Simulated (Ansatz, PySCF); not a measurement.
Se(SH)(SeH) (H₂SSe₂), SMILES S[Se][SeH]. Atoms are numbered in the order given.

```xyz
5

Se    -0.1511    -0.9287     0.1155
S     -2.2042    -0.1251     0.3771
H     -2.5608    -0.1229    -0.9311
Se     1.2402     0.9106    -0.2968
H      1.5063     1.2387     1.1184
```
Charge 0, spin multiplicity 1.

Geometry: r2SCAN-D4/def2-SVP. One conformer was computed; it need not be the lowest.

Two levels are set side by side: PBE-D3(BJ)/def2-SVP (Ansatz, a first-principles code) and r2SCAN-D4/def2-SVP (Ansatz). Each level has its own optimised geometry; the coordinates shown are those of the second. Frequencies come from the Hessian of PySCF at each geometry. Differences are taken from unrounded values.

```json
[
 {"quantity": "mean bond length (Å)", "r2SCAN-D4": "1.849"},
 {"quantity": "bond Se1–S2 (Å)", "r2SCAN-D4": "2.220"},
 {"quantity": "bond Se1–Se4 (Å)", "r2SCAN-D4": "2.343"},
 {"quantity": "bond S2–H3 (Å)", "r2SCAN-D4": "1.356"},
 {"quantity": "bond Se4–H5 (Å)", "r2SCAN-D4": "1.477"},
 {"quantity": "highest harmonic wavenumber (cm⁻¹)", "r2SCAN-D4": "2650"},
 {"quantity": "mean harmonic wavenumber (cm⁻¹)", "r2SCAN-D4": "885"},
 {"quantity": "zero-point energy (kcal/mol)", "r2SCAN-D4": "11.39"}
]
```

**Question.** What does PBE-D3(BJ) give, and how far is it from r2SCAN-D4? (An estimate is asked for; the answer gives what the named calculation found.)

**Answer.** 
```json
[
 {"quantity": "mean bond length (Å)", "PBE-D3(BJ)": "1.863", "PBE-D3(BJ) minus r2SCAN-D4": "0.014"},
 {"quantity": "bond Se1–S2 (Å)", "PBE-D3(BJ)": "2.234", "PBE-D3(BJ) minus r2SCAN-D4": "0.014"},
 {"quantity": "bond Se1–Se4 (Å)", "PBE-D3(BJ)": "2.358", "PBE-D3(BJ) minus r2SCAN-D4": "0.016"},
 {"quantity": "bond S2–H3 (Å)", "PBE-D3(BJ)": "1.367", "PBE-D3(BJ) minus r2SCAN-D4": "0.011"},
 {"quantity": "bond Se4–H5 (Å)", "PBE-D3(BJ)": "1.492", "PBE-D3(BJ) minus r2SCAN-D4": "0.015"},
 {"quantity": "highest harmonic wavenumber (cm⁻¹)", "PBE-D3(BJ)": "2570", "PBE-D3(BJ) minus r2SCAN-D4": "-80"},
 {"quantity": "mean harmonic wavenumber (cm⁻¹)", "PBE-D3(BJ)": "855", "PBE-D3(BJ) minus r2SCAN-D4": "-30"},
 {"quantity": "zero-point energy (kcal/mol)", "PBE-D3(BJ)": "11.00", "PBE-D3(BJ) minus r2SCAN-D4": "-0.39"}
]
```
